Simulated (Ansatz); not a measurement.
A made-up structure of LiSiH₃SO, closed shell:

Li1  (0.595, -2.509, 1.861)
O2  (0.954, -1.323, 0.845)
S3  (1.428, -0.170, -0.172)
Si4  (-0.410, 0.812, -0.556)
H5  (0.090, -3.202, 3.200)
H6  (-1.027, 1.365, 0.686)
H7  (-1.424, -0.101, -1.162)
(Å)

It is relaxed with PBE-D4/def2-SVP and then PBE0-D4/def2-TZVP (Ansatz 0.2.0). Atoms count as bonded within 1.22 times the sum of their covalent radii (H–H: 0.88 Å). The end point is not checked to be a true minimum.

(1) Does its bonding change? (Judge from chemistry; the calculation decides.)

## Answers

(1) Computed: Yes. Formed: Li1–S3, Si4–H5; broken: Li1–H5.

Where it ends: The first stage lowers the energy by 1.11 eV in 26 steps. It ends as LiSiH₃SO ([SiH3][S]1[Li][O]1):
```xyz
7
angstrom
Li 1.8663 -2.0235 1.5347
O 0.8107 -2.5910 0.3069
S 0.9914 -1.1141 -0.3453
Si -0.5939 -0.0416 0.6141
H -0.4719 -0.2181 2.0952
H -1.9351 -0.5411 0.2145
H -0.4612 1.4031 0.2812
```

Labels in which every atom is bracketed show which atoms are joined, not bond orders.

For scale, one of the runs: PBE0-D4/def2-TZVP relaxation, 137 basis functions, launched by `ansatz run in.yaml --threads 2 --pin off --events-out ev --progress --plain --max-ram 4352MiB`. The run took about 46 s on 2 CPU threads of an AMD EPYC 9R45 (shared host).
